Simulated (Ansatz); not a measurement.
Geometry optimisation, Ansatz, RKS PBE0-D4/def2-SVP.

The input (input.yaml):

```yaml
crystal:
  periodic: [false, false, false]
  atoms:
    - { symbol: C, position_ang: [-0.432, 0.7796, 1.1792] }
    - { symbol: C, position_ang: [0.0008, -0.2241, 0.4994] }
    - { symbol: "N", position_ang: [0.5034, -1.3453, 1.1892] }
    - { symbol: Si, position_ang: [0.0001, -0.2432, -1.3497] }
    - { symbol: Zn, position_ang: [0.1275, 2.1805, -1.6313] }
    - { symbol: H, position_ang: [-0.9041, 1.6888, 0.6429] }
    - { symbol: H, position_ang: [-0.4326, 0.8495, 2.2535] }
    - { symbol: H, position_ang: [0.936, -2.1578, 0.6728] }
    - { symbol: H, position_ang: [0.5802, -1.3459, 2.2891] }
    - { symbol: H, position_ang: [1.1237, -0.9248, -1.8527] }
    - { symbol: H, position_ang: [-1.2872, -0.9851, -1.7482] }
    - { symbol: H, position_ang: [-0.1388, 1.6727, -2.1102] }
basis:
  gaussian: { orbitals: def2-SVP }
hamiltonian:
  xc: pbe0
  dispersion: d4
relax:
  f_tol: 0.02
  max_steps: 50
```

Command:

```bash
$ ansatz run input.yaml --threads 2 --pin off --max-ram 3072MiB --backend cpu --events-out ev --progress --plain --runs-dir out
```

Question: Where does it end, and by what steps?

Answer: The forces met the threshold. The force dipped under the threshold on the way, but the program's further checks kept it going. After 32 steps the energy has fallen by 21.632 eV; Zn5 moved furthest, 2.15 Å. The start is strongly strained (largest force component 62 eV/Å), so its close contacts needn't be bonds. Parted: Si4–Zn5 (2.44 → 3.58 Å), Zn5–H12 (0.75 → 3.59 Å). Joined: Si4–H12 (2.07 → 1.49 Å).

```tsv
step	energy less start (eV)	largest force component (eV/Å)	accepted
0	0.0000	62.191	yes
2	-18.7944	7.202	yes
4	-21.0323	1.415	yes
6	-21.4417	0.394	yes
8	-21.5450	0.194	yes
10	-21.5520	0.048	yes
12	-21.5505	0.132	no
14	-21.5547	0.024	yes
16	-21.5572	0.088	yes
18	-21.5644	0.131	yes
20	-21.5768	0.134	yes
22	-21.5981	0.061	yes
24	-21.6163	0.044	yes
26	-21.6267	0.075	yes
28	-21.6311	0.029	yes
30	-21.6320	0.026	yes
32	-21.6323	0.009	yes
```

```xyz
12
Properties=species:S:1:pos:R:3
C -0.856 0.798 1.044
C -0.135 -0.157 0.420
N 0.722 -1.031 1.058
Si -0.387 -0.438 -1.428
Zn 1.922 2.119 -0.453
H -1.564 1.419 0.492
H -0.775 0.973 2.124
H 1.514 -1.369 0.524
H 0.959 -0.817 2.021
H 0.943 -0.691 -2.067
H -1.251 -1.634 -1.671
H -1.013 0.773 -2.030
```

Whether the end is a true minimum wasn't checked by a vibrational analysis.

The run took 2.3 min on 2 threads of AMD EPYC 7B13 (Zen 3) (shared host), peak memory 0.36 GiB.
